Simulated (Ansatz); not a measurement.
Coupled-cluster diagnostics for TiO4 (the lowest singlet isomer of a short search), Ansatz.

Geometry of the singlet (PBE0-D4/def2-SVP):

```
atom   x (Å)   y (Å)   z (Å)
 Ti1   0.000   0.000   0.000
  O2   1.070   1.343   0.556
  O3   1.378   0.081   1.163
  O4  -0.765  -0.859  -1.391
  O5  -1.683  -0.566  -0.328
```

Correlated methods freeze 9 core orbitals; core or outer-core shells of Ti are correlated, in sets that lack core-valence functions. The structure holds 2 bonds between oxygen atoms, so isomers without such links may lie far lower. The structure comes from a short search, and lower isomers may exist.

(1) Estimate the CCSD(T) correlation energy, the shares of MP2 and (T), T1 and the reference's ⟨S²⟩ for: charge 0, singlet, own geometry in def2-TZVPP; and the rough time on 4 threads of Arm Neoverse V1 on a shared host.

## Answers

(1) 
```csv
state,basis,correlation (eV),MP2 share (%),(T) share (%),T1,⟨S²⟩ (pure),wall time
"charge 0, singlet, own geometry",def2-TZVPP,-39.400,96.5,5.9,0.038,0.00 (0.00),71 s
```
Customary marks for T1 are 0.02 (closed shells), 0.045 (open shells) and about 0.05 (3d metals). T1 exceeds 0.02 in 1 of 1 rows and 0.045 in 0; the higher it lies, the less the single-reference result can be trusted.
